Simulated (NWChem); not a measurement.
System: SiHCl$_{2}$, doublet; SMILES Cl[SiH]Cl

Input file for NWChem:

```
start job
memory heap 200 mb stack 900 mb global 1100 mb
geometry units angstroms noautosym nocenter noautoz
  Cl    -0.380587    -0.009598     1.693524
  Si     0.792621     0.116308     0.000000
  Cl    -0.380587    -0.009598    -1.693524
  H      1.733225    -1.047424     0.000000
end
basis spherical
  * library 6-31+g*
end
dft
  odft
  mult 2
  xc m06-2x
  iterations 150
end
cosmo
  do_cosmo_smd true
  solvent water
end
task dft energy
```

In the optimisation the excess spin sits in a' (Cs, its own frame). Coordinates come from a PBE0/def2-SVP, spin-unrestricted optimisation. No stability test was run on the SCF state. Solvent: water.

Solvent water, SMD (1 M gas to 1 M solution), gas-phase geometry. Reactions with the solvent are ignored.

Q: Predict the main results of this run. (M06-2X/6-31+G* (spherical d), spin-unrestricted, SMD on the gas-phase geometry.) Quantities: basis functions; solvation free energy (kcal/mol); cavity-dispersion-structure term (kcal/mol); dipole in solution (D).

A: 
* **number of basis functions**: 68
* **solvation free energy (kcal/mol)**: -0.7
* **cavity-dispersion-structure term (kcal/mol)**: 1.3
* **dipole in solution (D)**: 2.30
